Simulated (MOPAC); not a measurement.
MOPAC input (PM3):

```
PM3 FORCE THERMO(298,298) PRECISE LET CHARGE=-1 GEO-OK AUX(PRECISION=9) THREADS=1
C2H7Si

C    -1.46955657 1   -0.71001899 1   -0.30630473 1
C    -0.68893129 1    0.52950676 1    0.00500524 1
Si    1.19648972 1    0.23289543 1    0.18991015 1
H    -1.13489886 1   -1.16965894 1   -1.24670149 1
H    -1.35115704 1   -1.46741383 1    0.48109017 1
H    -2.54942322 1   -0.52013410 1   -0.40874121 1
H    -0.83616711 1    1.28627372 1   -0.78336832 1
H    -1.05178254 1    0.98942874 1    0.93921539 1
H     1.47050921 1   -0.57035419 1   -1.07576262 1
H     1.19234841 1   -0.95327615 1    1.14647953 1
```

Output:

```
 *******************************************************************************
 **                                                                           **
 **                              MOPAC v23.2.5                                **
 **                                                                           **
 *******************************************************************************
 ** MOPAC's Digital Object Identifier: https://doi.org/10.5281/zenodo.6511958 **
 **                                                                           **
 ** Please cite the open-source release paper for use of this MOPAC version:  **
 ** J. E. Moussa and J. J. P. Stewart (2026)                                  **
 ** MOPAC: An open-source semiempirical molecular orbital program             **
 ** J. Open Source Softw., 11(119), 8025, https://doi.org/10.21105/joss.08025 **
 *******************************************************************************

                              PM3 CALCULATION RESULTS

 *******************************************************************************
 *  PM3        - The PM3 Hamiltonian to be used
 *  GEO-OK     - OVERRIDE INTERATOMIC DISTANCE AND OTHER SAFETY CHECKS
 *
 *
 *
 *                 CHARGE ON SYSTEM = -1
 *
 *
 *
 *  LET        - OVERRIDE SOME SAFETY CHECKS
 *  PRECISE    - TIGHTER CRITERIA TO BE USED
 *  FORCE      - FORCE CALCULATION SPECIFIED
 *  AUX        - OUTPUT AUXILIARY INFORMATION
 *  THERMO     - THERMODYNAMIC QUANTITIES TO BE CALCULATED
 *******************************************************************************
PM3 FORCE THERMO(298,298) PRECISE LET CHARGE=-1 GEO-OK AUX(PRECISION=9) THREADS=1
 C2H7Si

   ATOM   CHEMICAL          X               Y               Z
  NUMBER   SYMBOL      (ANGSTROMS)     (ANGSTROMS)     (ANGSTROMS)

     1       C         -1.46955657  *  -0.71001899  *  -0.30630473  *
     2       C         -0.68893129  *   0.52950676  *   0.00500524  *
     3      Si          1.19648972  *   0.23289543  *   0.18991015  *
     4       H         -1.13489886  *  -1.16965894  *  -1.24670149  *
     5       H         -1.35115704  *  -1.46741383  *   0.48109017  *
     6       H         -2.54942322  *  -0.52013410  *  -0.40874121  *
     7       H         -0.83616711  *   1.28627372  *  -0.78336832  *
     8       H         -1.05178254  *   0.98942874  *   0.93921539  *
     9       H          1.47050921  *  -0.57035419  *  -1.07576262  *
    10       H          1.19234841  *  -0.95327615  *   1.14647953  *

          CARTESIAN COORDINATES

    NO.       ATOM           X           Y           Z

     1         C         -1.4696     -0.7100     -0.3063
     2         C         -0.6889      0.5295      0.0050
     3        Si          1.1965      0.2329      0.1899
     4         H         -1.1349     -1.1697     -1.2467
     5         H         -1.3512     -1.4674      0.4811
     6         H         -2.5494     -0.5201     -0.4087
     7         H         -0.8362      1.2863     -0.7834
     8         H         -1.0518      0.9894      0.9392
[...]

 VIBRATION         20    9A"          ATOM PAIR      ENERGY CONTRIBUTION    RADIAL
 FREQUENCY          3006.18         C  2 -- H  8         +48.2% ( 72.0%)     96.7%
 TRANSITION DIPOLE   0.0286         C  2 -- H  7         +48.2% ( 72.0%)     96.7%
 TRAVEL (Ang.)       0.2118         C  1 -- C  2          +1.1% ( 10.6%)      0.0%
 REDUCED MASS        0.5002         C  2 -- Si 3          +1.0% ( 10.4%)      0.0%
 EFFECTIVE MASS      1.5254
 FORCE CONSTANT      2.6635

 VIBRATION         21   12A'          ATOM PAIR      ENERGY CONTRIBUTION    RADIAL
 FREQUENCY          3039.93         C  1 -- H  6         +74.6% ( 88.9%)     99.1%
 TRANSITION DIPOLE   0.3929         C  1 -- H  4         +11.8% ( 35.4%)     80.7%
 TRAVEL (Ang.)       0.1914         C  1 -- H  5         +11.8% ( 35.4%)     80.7%
 REDUCED MASS        0.6056         C  1 -- C  2          +1.0% ( 10.1%)      0.0%
 EFFECTIVE MASS      1.4806
 FORCE CONSTANT      3.2974

 VIBRATION         22   10A"          ATOM PAIR      ENERGY CONTRIBUTION    RADIAL
 FREQUENCY          3063.92         C  1 -- H  5         +48.3% ( 71.7%)     97.0%
 TRANSITION DIPOLE   0.1352         C  1 -- H  4         +48.3% ( 71.7%)     97.0%
 TRAVEL (Ang.)       0.2112         C  1 -- C  2          +1.0% ( 10.1%)      0.0%
 REDUCED MASS        0.4935         C  1 -- H  6          +0.9% (  9.9%)      0.0%
 EFFECTIVE MASS      1.4988
 FORCE CONSTANT      2.7294

 VIBRATION         23   13A'          ATOM PAIR      ENERGY CONTRIBUTION    RADIAL
 FREQUENCY          3087.27         C  2 -- H  8         +49.0% ( 68.8%)     97.8%
 TRANSITION DIPOLE   0.0502         C  2 -- H  7         +49.0% ( 68.8%)     97.8%
 TRAVEL (Ang.)       0.2145         C  1 -- H  6          +0.7% (  7.9%)     99.5%
 REDUCED MASS        0.4749         C  2 -- Si 3          +0.5% (  6.8%)     21.3%
 EFFECTIVE MASS      1.2559
 FORCE CONSTANT      2.6670

 VIBRATION         24   14A'          ATOM PAIR      ENERGY CONTRIBUTION    RADIAL
 FREQUENCY          3161.09         C  1 -- H  5         +39.0% ( 60.0%)     98.0%
 TRANSITION DIPOLE   0.2335         C  1 -- H  4         +39.0% ( 60.0%)     98.0%
 TRAVEL (Ang.)       0.2493         C  1 -- H  6         +21.8% ( 44.9%)     94.6%
 REDUCED MASS        0.3431         C  1 -- C  2          +0.3% (  5.3%)     92.7%
 EFFECTIVE MASS      1.1417
 FORCE CONSTANT      2.0200

      SYMMETRY NUMBER FOR POINT-GROUP Cs  =  1

          SYSTEM IS A GROUND STATE

 C2H7Si

          MOLECULE IS NOT LINEAR

          THERE ARE 24 GENUINE VIBRATIONS IN THIS SYSTEM
          THIS THERMODYNAMICS CALCULATION IS LIMITED TO
          MOLECULES WHICH HAVE NO INTERNAL ROTATIONS

                    CALCULATED THERMODYNAMIC PROPERTIES
                                          *
   TEMP. (K)   PARTITION FUNCTION   H.O.F.    ENTHALPY  HEAT CAPACITY ENTROPY
                                   KCAL/MOL   CAL/MOLE    CAL/K/MOL  CAL/K/MOL

 298.00  VIB.     0.6991D+01                  1578.7479    11.6042     9.1621
         ROT.     0.3582D+05                   888.2803     2.9808    23.8194
         INT.     0.2504D+06                  2467.0282    14.5850    32.9814
         TRA.     0.4399D+27                  1480.4672     4.9680    38.1512
         TOT.                      -25.513    3947.4954    19.5530    71.1326

   *: NOTE: HEATS OF FORMATION ARE RELATIVE TO THE
            ELEMENTS IN THEIR STANDARD STATE AT 298K
              (=  Standard Enthalpy of Formation).

            Hvib:  Zero-point energy is not included.
                   frequencies of less than zero cm-1 are not included.
            Hrot = (3/2)RT
            Htra = (3/2)RT + pV = (5/2)RT

            Heat capacity is Cp, not Cv

          For more information, see: HTTP://OpenMOPAC.net/Manual/thermochemistry.html

           FORCE CONSTANT IN CARTESIAN COORDINATES (Millidynes/A)

    ATOM   CHEMICAL       X               Y               Z
   NUMBER   SYMBOL  FORCE CONSTANT  FORCE CONSTANT  FORCE CONSTANT

      1       C        8.419663        7.943377        8.153625
      2       C        7.688113        5.093081        7.698581
      3      Si        2.382759        2.727229        2.875909
      4       H        1.247177        1.707071        3.750196
      5       H        1.247210        1.707134        3.750100
      6       H        1.323366        4.634008        0.669087
      7       H        1.192915        1.630404        3.622199
      8       H        1.192884        1.630343        3.622291
      9       H        0.702371        0.655910        1.348547
     10       H        0.702390        0.655932        1.348505

 **********************
 *                    *
 * JOB ENDED NORMALLY *
 *                    *
 **********************

 == MOPAC DONE ==
```

The dipole moment of an ion depends on the origin.
